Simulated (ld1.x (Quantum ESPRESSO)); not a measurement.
Building the RRKJ potential for beryllium (Be) (PBEsol, scalar-relativistic).

Input for ld1.x (Quantum ESPRESSO) 7.5:

```
&input
   title='Be', zed=4., rel=1, dft='PBESOL', iswitch=3,
   config='[He] 2s2 2p0 3d-2',
   nld=3, rlderiv=4.55, eminld=-10.0, emaxld=5.0, deld=0.04
 /
 &inputp
   pseudotype=2, tm=.false., rho0=0.01, lloc=0,
   nlcc=.false.,
   file_pseudopw='Be.UPF', file_wfcaegen='ae.wfc', file_wfcncgen='nc.wfc', file_beta='beta', file_chi='chi'
 /
3
2P  2  1   0.00   0.00  4.20  4.20  0.0
3D  3  2  -2.00   0.15  4.05  4.05  0.0
1S  1  0   2.00   0.00  0.50  0.50  0.0
 &test
   configts(1)='1s2 2s2 2p0'
 /
```

Command:

```bash
ld1.x < Be.in > Be.out
```

Output (shortened: banner, matrices, multipoles, cross overlaps and the repeated all-electron block are left out):

```
Program LD1 v.7.5
     --------------------------- All-electron run ----------------------------

     Be
     scalar relativistic calculation

     atomic number is  4.00
     dft =PBESOL   lsd =0 sic =0 latt =0  beta=0.20 tr2=1.0E-14
     Exchange-correlation= PBESOL
                           (   1   4  10   8   0   0   0)
     mesh =1041 r(mesh) = 100.85720 a.u. xmin = -7.00 dx = 0.01250
     1 Ry =  13.60569312 eV, c = 137.03599908

     n l     nl                  e(Ry)          e(Ha)          e(eV)
     1 0     1S 1( 2.00)        -7.7507        -3.8754      -105.4541
     2 0     2S 1( 2.00)        -0.4074        -0.2037        -5.5432
     2 1     2P 1( 0.00)        -0.1447        -0.0723        -1.9683

     final scf error:  1.3E-15 reached in  21 iterations

     Etot =     -29.070470 Ry,     -14.535235 Ha,    -395.523897 eV

     Ekin =      28.910303 Ry,      14.455152 Ha,     393.344715 eV
     Encl =     -67.039560 Ry,     -33.519780 Ha,    -912.119683 eV
     Eh   =      14.283620 Ry,       7.141810 Ha,     194.338551 eV
     Exc  =      -5.224833 Ry,      -2.612417 Ha,     -71.087479 eV

     normalization and overlap integrals

     s(1S/1S) =  1.000000  <r> =   0.4221  <r2> =    0.2430  r(max) =   0.2661
     s(2S/2S) =  1.000000  <r> =   2.6150  <r2> =    8.2082  r(max) =   2.0415
     s(2P/2P) =  1.000000  <r> =   3.2244  <r2> =   13.2688  r(max) =   2.3134

     ------------------------ End of All-electron run ------------------------

     --------------------- Generating NC pseudopotential ---------------------

      Generating local pot.: lloc=0, matching radius rcloc =   0.5000

      Wfc   2P  rcut= 4.215  Estimated cut-off energy=       10.03 Ry
      This function has    0 nodes for 0 < r <    4.215

      Wfc   3D  rcut= 4.010  Estimated cut-off energy=       13.93 Ry
      This function has    0 nodes for 0 < r <    4.010

     ------------------- End of pseudopotential generation -------------------

     Computing logarithmic derivative in   4.57211
     Computing logarithmic derivative in   4.57211
     Computing the partial wave expansion
       no projector for channel:   0
     R is outside the sphere for l=    1 j= 0.00
     R is outside the sphere for l=    2 j= 0.00

     ---------------------- Testing the pseudopotential ----------------------

     Be
     scalar relativistic calculation

     atomic number is  4.00   valence charge is  4.00
     dft =PBESOL   lsd =0 sic =0 latt =0  beta=0.20 tr2=1.0E-14
     mesh =1041 r(mesh) = 100.85720 xmin = -7.00 dx = 0.01250

     n l     nl             e AE (Ry)        e PS (Ry)    De AE-PS (Ry)
     1 0     1S   1( 2.00)       -7.75073       -7.75089        0.00015
     2 0     2S   1( 2.00)       -0.40742       -0.40513       -0.00229
     2 1     2P   1( 0.00)       -0.14467       -0.14467        0.00000

     eps = 2.6E-15  iter = 12

     Etot =     -29.070470 Ry,     -14.535235 Ha,    -395.523897 eV
     Etotps =   -28.938198 Ry,     -14.469099 Ha,    -393.724236 eV

     Ekin =      26.470015 Ry,      13.235008 Ha,     360.142905 eV
     Encl =     -64.397387 Ry,     -32.198694 Ha,    -876.171088 eV
     Ehrt =      14.135337 Ry,       7.067669 Ha,     192.321062 eV
     Ecxc =      -5.146163 Ry,      -2.573082 Ha,     -70.017115 eV

     ---------------------- End of pseudopotential test ----------------------
```

Generation and configuration tests took about 0.76 s on one core of a shared server CPU.

Transferability test of the new file with ld1.x, input:

```
&input
   title='Be', zed=4., rel=1, dft='PBESOL', iswitch=2,
   config='[He] 2s2 2p0 3d-2'
 /
 &test
   file_pseudo='Be.UPF', nconf=8,
   configts(1)='1s2 2s2 2p0',
   configts(2)='1s2 2s1 2p0',
   configts(3)='1s2 2s0 2p0',
   configts(4)='1s2 2s1.5 2p0',
   configts(5)='1s1 2s2 2p0',
   configts(6)='1s2 2s0 2p2',
   configts(7)='1s2 2s0 2p1',
   configts(8)='1s2 2s1 2p1'
 /
```

```bash
ld1.x < Be.test.in > Be.test.out
```

Pseudopotential blocks of its output, shortened (energy terms left out; the distinct warnings before each block abridged to one line each):

```
     ---------------------- Testing the pseudopotential ----------------------

     n l     nl             e AE (Ry)        e PS (Ry)    De AE-PS (Ry)
     1 0     1S   1( 2.00)       -7.75073       -7.75089        0.00015
     2 0     2S   1( 2.00)       -0.40742       -0.40513       -0.00229
     2 1     2P   1( 0.00)       -0.14467       -0.14467        0.00000

     eps = 2.3E-15  iter = 20

     Etot =     -29.070470 Ry,     -14.535235 Ha,    -395.523897 eV
     Etotps =   -28.938197 Ry,     -14.469099 Ha,    -393.724234 eV

     ---------------------- End of pseudopotential test ----------------------

          Warning: n=2, l=1 expected 0 nodes, found 1
     ---------------------- Testing the pseudopotential ----------------------

     n l     nl             e AE (Ry)        e PS (Ry)    De AE-PS (Ry)
     1 0     1S   1( 2.00)       -8.59722       -8.59315       -0.00407
     2 0     2S   1( 1.00)       -0.99787       -0.99352       -0.00436
     2 1     2P   1( 0.00)       -0.70944       -0.81227        0.10283  !

     eps = 6.3E-15  iter = 16

     Etot =     -28.375343 Ry,     -14.187671 Ha,    -386.066204 eV
     Etotps =   -28.246341 Ry,     -14.123171 Ha,    -384.311053 eV
     dEtot_ae =       0.695128 Ry
     dEtot_ps =       0.691856 Ry,   Delta E=       0.003272 Ry

     ---------------------- End of pseudopotential test ----------------------

          ---------------------- Testing the pseudopotential ----------------------

     n l     nl             e AE (Ry)        e PS (Ry)    De AE-PS (Ry)
     1 0     1S   1( 2.00)       -9.65710       -9.64607       -0.01104  !
     2 0     2S   1( 0.00)       -1.52086       -1.51282       -0.00804  !
     2 1     2P   1( 0.00)       -1.25823       -1.25823        0.00000

     eps = 9.5E-15  iter = 15

     Etot =     -27.072517 Ry,     -13.536259 Ha,    -368.340363 eV
     Etotps =   -26.949293 Ry,     -13.474646 Ha,    -366.663805 eV
     dEtot_ae =       1.997953 Ry
     dEtot_ps =       1.988905 Ry,   Delta E=       0.009048 Ry

     ---------------------- End of pseudopotential test ----------------------

          ---------------------- Testing the pseudopotential ----------------------

     n l     nl             e AE (Ry)        e PS (Ry)    De AE-PS (Ry)
     1 0     1S   1( 2.00)       -8.14391       -8.14223       -0.00169
     2 0     2S   1( 1.50)       -0.69132       -0.68807       -0.00325
     2 1     2P   1( 0.00)       -0.41076       -0.41181        0.00105

     eps = 7.7E-15  iter = 22

     Etot =     -28.796960 Ry,     -14.398480 Ha,    -391.802605 eV
     Etotps =   -28.666067 Ry,     -14.333033 Ha,    -390.021704 eV
     dEtot_ae =       0.273510 Ry
     dEtot_ps =       0.272131 Ry,   Delta E=       0.001379 Ry

     ---------------------- End of pseudopotential test ----------------------

          ---------------------- Testing the pseudopotential ----------------------

     n l     nl             e AE (Ry)        e PS (Ry)    De AE-PS (Ry)
     1 0     1S   1( 1.00)      -11.04260      -11.01764       -0.02496  !
     2 0     2S   1( 2.00)       -1.31584       -1.30738       -0.00847  !
     2 1     2P   1( 0.00)       -1.02508       -1.02508        0.00000

     eps = 7.4E-15  iter = 14

     Etot =     -19.709055 Ry,      -9.854528 Ha,    -268.155354 eV
     Etotps =   -19.586692 Ry,      -9.793346 Ha,    -266.490527 eV
     dEtot_ae =       9.361415 Ry
     dEtot_ps =       9.351505 Ry,   Delta E=       0.009910 Ry

     ---------------------- End of pseudopotential test ----------------------

          ---------------------- Testing the pseudopotential ----------------------

     n l     nl             e AE (Ry)        e PS (Ry)    De AE-PS (Ry)
     1 0     1S   1( 2.00)       -7.94643       -7.85688       -0.08954  !
     2 0     2S   1( 0.00)       -0.48015       -0.46574       -0.01441  !
     2 1     2P   1( 2.00)       -0.21388       -0.20586       -0.00802  !

     eps = 7.9E-15  iter = 25

     Etot =     -28.540426 Ry,     -14.270213 Ha,    -388.312281 eV
     Etotps =   -28.412133 Ry,     -14.206067 Ha,    -386.566763 eV
     dEtot_ae =       0.530044 Ry
     dEtot_ps =       0.526064 Ry,   Delta E=       0.003980 Ry

     ---------------------- End of pseudopotential test ----------------------

          BEWARE! Errors in PS-KS equations
     Warning: n=2, l=0 expected 1 nodes, found 2
     ---------------------- Testing the pseudopotential ----------------------

     n l     nl             e AE (Ry)        e PS (Ry)    De AE-PS (Ry)
     1 0     1S   1( 2.00)       -8.63860       -9.64607        1.00746  !
     2 0     2S   1( 0.00)       -1.00310       -1.30403        0.30093  !
     2 1     2P   1( 1.00)       -0.71740       -0.33714       -0.38026  !

     eps = 4.4E-15  iter = 29

     Etot =     -28.088202 Ry,     -14.044101 Ha,    -382.159458 eV
     Etotps =   -27.286432 Ry,     -13.643216 Ha,    -371.250826 eV
     dEtot_ae =       0.982268 Ry
     dEtot_ps =       1.651765 Ry,   Delta E=      -0.669497 Ry

     ---------------------- End of pseudopotential test ----------------------

          ---------------------- Testing the pseudopotential ----------------------

     n l     nl             e AE (Ry)        e PS (Ry)    De AE-PS (Ry)
     1 0     1S   1( 2.00)       -7.85583       -7.85811        0.00228
     2 0     2S   1( 1.00)       -0.44872       -0.44701       -0.00171
     2 1     2P   1( 1.00)       -0.18343       -0.18253       -0.00090

     eps = 1.4E-15  iter = 14

     Etot =     -28.806316 Ry,     -14.403158 Ha,    -391.929901 eV
     Etotps =   -28.675020 Ry,     -14.337510 Ha,    -390.143521 eV
     dEtot_ae =       0.264154 Ry
     dEtot_ps =       0.263178 Ry,   Delta E=       0.000976 Ry

     ---------------------- End of pseudopotential test ----------------------
```
